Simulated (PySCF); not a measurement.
CH3AlClFO, SMILES C[O][Al]([F])[Cl]. Geometry: PBE-D3(BJ)/def2-SVP. The structure was generated by enumeration; whether it is a known compound was not checked. One conformer was computed; it need not be the lowest.

Computed equilibrium geometry at PBE-D3(BJ)/def2-SVP (PySCF confirms it by a frequency run) as Cartesian coordinates in Å, and its point group (one conformer of several):
point group Cs.
```xyz
8

Al     0.2747     0.1078     0.0000
F      1.9408    -0.0054     0.0000
Cl    -0.6198     1.9943     0.0000
O     -0.7134    -1.2640     0.0000
C     -0.5439    -2.6599     0.0000
H     -1.0286    -3.1058    -0.8966
H      0.5250    -2.9726     0.0000
H     -1.0286    -3.1058     0.8966
```
